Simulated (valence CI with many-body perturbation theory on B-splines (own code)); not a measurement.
Values are calculated unless marked as measured or tabulated.
Au⁷³⁺: what each term of the Hamiltonian does

Method: relativistic CI+MBPT: four valence electrons over a frozen Dirac-Fock core [He], a basis of 11 s, 11 p, 9 d, 7 f, 5 g, 2 h, 1 i functions for each j, with the one-electron correlation potential Σ1 (screened to all orders), the two-electron term Σ2, the three-electron term Σ3, Breit, model QED; selected single and double excitations, second order for the rest (own B-spline code, finite nucleus).

No measured spectrum was set against this ion. As an estimate, large intervals hold to a few tenths of a per cent, small ones and those within an open d or f shell to about a per cent. Among the levels kept, up to 300 cm⁻¹ of a level comes from second order outside the variational space, and about a tenth of that is noise between levels of different J, which matters for small intervals.

Each rung adds one term. CI alone is the Dirac-Coulomb CI over the frozen core; QED comes last and gives the full result, which names the levels. Energies are above (2s^2 2p1/2^2) J=0 on the same rung, in eV.

Levels are named by their leading jj configuration (3d3/2^4 stands for four electrons in 3d with j = 3/2), which in mixed levels can hold well under half, so a name can repeat and another be missing. Letters in brackets count levels of one name in rising energy.

| Level | CI alone | Σ1 | Σ2 | Σ3 | Breit | QED | Full |
| --- | --- | --- | --- | --- | --- | --- | --- |
| (2s^2 2p1/2 2p3/2) J=1 | 1941.4 | +0.27 | -0.06 | -0.02 | -27.70 | +2.19 | 1916.0 |
| (2s^2 2p1/2 2p3/2) J=2 | 1969.6 | +0.27 | -0.03 | -0.05 | -37.81 | +2.19 | 1934.2 |
| (2s 2p1/2^2 2p3/2) J=2 | 2286.0 | -0.12 | -0.28 | -0.08 | -11.23 | -20.84 | 2253.4 |
| (2s 2p1/2^2 2p3/2) J=1 | 2378.4 | -0.12 | -0.45 | -0.18 | -7.18 | -20.90 | 2349.5 |
| (2s^2 2p3/2^2) J=2 | 3933.2 | +0.54 | -0.03 | -0.08 | -58.40 | +4.06 | 3879.3 |
| (2s^2 2p3/2^2) J=0 | 3991.4 | +0.55 | +0.06 | -0.13 | -47.28 | +4.03 | 3948.6 |
| (2s 2p1/2 2p3/2^2) J=2 [a] | 4192.9 | +0.16 | -0.21 | -0.07 | -35.50 | -18.69 | 4138.6 |
| (2s 2p1/2 2p3/2^2) J=3 | 4254.5 | +0.16 | -0.23 | -0.11 | -51.24 | -18.70 | 4184.3 |
| (2s 2p1/2 2p3/2^2) J=0 | 4301.6 | +0.16 | -0.14 | -0.14 | -27.00 | -18.73 | 4255.7 |
| (2s 2p1/2 2p3/2^2) J=1 [a] | 4333.6 | +0.16 | -0.49 | -0.20 | -33.87 | -18.79 | 4280.4 |
| (2s 2p1/2 2p3/2^2) J=2 [b] | 4351.5 | +0.16 | -0.43 | -0.20 | -43.53 | -18.78 | 4288.8 |
| (2s 2p1/2 2p3/2^2) J=1 [b] | 4346.0 | +0.16 | -0.28 | -0.18 | -33.07 | -18.76 | 4293.9 |
| (2p1/2^2 2p3/2^2) J=2 | 4704.3 | -0.23 | -0.77 | -0.25 | -16.14 | -41.45 | 4645.4 |
| (2p1/2^2 2p3/2^2) J=0 | 4764.7 | -0.23 | -0.69 | -0.25 | -4.80 | -41.46 | 4717.3 |
| (2s 2p3/2^3) J=2 | 6246.2 | +0.43 | -0.18 | -0.15 | -61.85 | -16.58 | 6167.9 |
| (2s 2p3/2^3) J=1 | 6337.5 | +0.43 | -0.36 | -0.22 | -58.21 | -16.64 | 6262.5 |
| (2p1/2 2p3/2^3) J=1 | 6657.6 | +0.04 | -0.64 | -0.24 | -36.54 | -39.71 | 6580.5 |
| (2p1/2 2p3/2^3) J=2 | 6685.9 | +0.04 | -0.60 | -0.24 | -46.53 | -39.71 | 6598.8 |
| (2p3/2^4) J=0 | 8673.2 | +0.32 | -0.48 | -0.24 | -59.55 | -37.62 | 8575.6 |

The middle columns are the shifts that each term adds.

(1) How does the ionisation energy move along the ladder, and which term matters most?

## Answers

(1) CI alone 21525, + Σ1 21526, + Σ2 21526, + Σ3 21526, + Breit 21475, + QED 21474 eV. The largest step is Breit, -50 eV. NIST lists 21470 ± 90 eV (theoretical).
